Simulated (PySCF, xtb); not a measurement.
BCl₂Br, SMILES ClB(Cl)Br.

Harmonic wavenumbers (cm⁻¹) from GFN2-xTB in xtb at its own minimum, in rising order: 191, 201, 360, 380, 724, 743.

Question: What does PySCF 2.14.0 with PBE0-D3(BJ)/def2-SVP give at its own minimum? (The exact figures need the calculation; the answer reports its results.)

Answer: 211, 225, 417, 430, 918, 996. Paired by order, the mean absolute difference is 100 cm⁻¹ and the zero-point energies are 3.7 and 4.6 kcal/mol.
